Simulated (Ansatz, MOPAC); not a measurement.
System: MgCl, net charge 0, doublet state. SMILES: [Mg][Cl]

Atoms: Mg1, Cl2. Bonds: Mg1-Cl2.

Bond lengths (Å) and angles (degrees) optimised at PM3 with MOPAC; PM7 with MOPAC; HF/STO-3G with Ansatz (a quantum-chemistry and plane-wave program); B3LYP/6-31G* with Ansatz, each started from the B3LYP-D3(BJ)/def2-TZVP structure (Ansatz) of the last column. A row stands for all coordinates that are equal there. 6-31G* holds six Cartesian d functions.

| coordinate | PM3 | PM7 | HF/STO-3G | B3LYP/6-31G* | B3LYP-D3(BJ)/def2-TZVP |
|---|---|---|---|---|---|
| Mg1-Cl2 | 1.875 | 2.102 | 2.166 | 2.238 | 2.221 |

Mean signed difference of all 1 bond lengths from B3LYP-D3(BJ)/def2-TZVP: PM3 -0.346 Å, PM7 -0.119 Å, HF/STO-3G -0.055 Å, B3LYP/6-31G* 0.017 Å.
